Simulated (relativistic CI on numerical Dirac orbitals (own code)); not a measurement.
**Radial parameters of Te27+**

Method of calculation: Dirac-Coulomb-Breit CI, separate exchange-only KLI orbitals for each configuration, model QED (radiative potential, 1s self-energy scaled to tabulated hydrogen-like ionisation energies), unscaled Slater integrals (own radial code, finite nucleus).

Slater integrals F^k, G^k are unscaled and averaged over j, outside the closed core [Ne]; ζ comes from projecting the Hamiltonian with its Breit term on Σ l·s of the shell.

- 3s2 3p6 3d7: F^2(3d,3d) = 366020, F^4(3d,3d) = 235370, ζ(3d) = 37745 cm⁻¹; <r>(3d) = 0.2763, <r^2>(3d) = 0.08919 (bohr units).
- 3s2 3p5 3d8: ζ(3p) = 301110, F^2(3d,3d) = 365170, F^4(3d,3d) = 234790, F^2(3p,3d) = 325470, G^1(3p,3d) = 359210, G^3(3p,3d) = 235910, ζ(3d) = 37259 cm⁻¹; <r>(3p) = 0.3049, <r^2>(3p) = 0.1074, <r>(3d) = 0.2769, <r^2>(3d) = 0.08957 (bohr units).
- 3s2 3p4 3d9: F^2(3p,3p) = 325210, ζ(3p) = 300880, F^2(3p,3d) = 325040, G^1(3p,3d) = 359120, G^3(3p,3d) = 235730, ζ(3d) = 36778 cm⁻¹; <r>(3p) = 0.3053, <r^2>(3p) = 0.1077, <r>(3d) = 0.2774, <r^2>(3d) = 0.08995 (bohr units).

Task: Give the Racah parameters of the d shell in 3s2 3p6 3d7.

Result: B = F²/49 − 5F⁴/441 = 4801 cm⁻¹ and C = 35F⁴/441 = 18680 cm⁻¹.

Averages of the first 10 configurations, taken without configuration mixing, which lowers the lowest level and can move excited configurations by several eV; other configurations of the list can lie among them:

| Configuration | Parity | States | Average energy above the lowest level (eV) |
| --- | --- | --- | --- |
| 3s2 3p6 3d7 | even | 120 | 22.8 |
| 3s2 3p5 3d8 | odd | 270 | 266.3 |
| 3s2 3p4 3d9 | even | 150 | 514.7 |
| 3s 3p6 3d8 | even | 90 | 437.3 |
| 3p6 3d9 | even | 10 | 858.4 |
| 3s 3p5 3d9 | odd | 120 | 679.4 |
| 3s2 3p6 3d6 4s | even | 420 | 640.1 |
| 3s2 3p6 3d6 4p | odd | 1260 | 701.4 |
| 3s2 3p6 3d6 4d | even | 2100 | 787.9 |
| 3s2 3p4 3d8 4s | even | 1350 | 1120.8 |
